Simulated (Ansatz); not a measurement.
The same group exchange along the group O, S, Se.

Computed with Ansatz on PBE0-D4/def2-TZVP structures; ΔE is electronic, products minus reactants. CCSD(T)/CBS is the MP2 limit (def2-TZVPP, def2-QZVPP) plus CCSD(T) − MP2 in def2-TZVPP, frozen cores. This one scheme is used for every species. def2 core potentials past Kr. For Se, Sn outer-core shells are correlated without core-valence functions, which leaves a few kJ/mol of doubt a bond. Scalar relativity is left out up to krypton. One conformer a species, not always the lowest.

| reaction | HF/CBS(def2) (eV) | MP2/CBS(def2) (eV) | CCSD(T)/CBS(def2) (eV) |
| --- | --- | --- | --- |
| `[OH][SnH3]` + `N=C[SiH2]F` → `F[SiH2][SnH3]` + `N=CO` | -0.10 | -0.05 | -0.06 |
| `[SH][SnH3]` + `N=C[SiH2]F` → `F[SiH2][SnH3]` + `N=CS` | 0.70 | 0.56 | 0.57 |
| `[SeH][SnH3]` + `N=C[SiH2]F` → `F[SiH2][SnH3]` + `N=C[SeH]` | 0.99 | 0.84 | 0.84 |

Largest T1 diagnostic: 0.014, for `N=CO`.
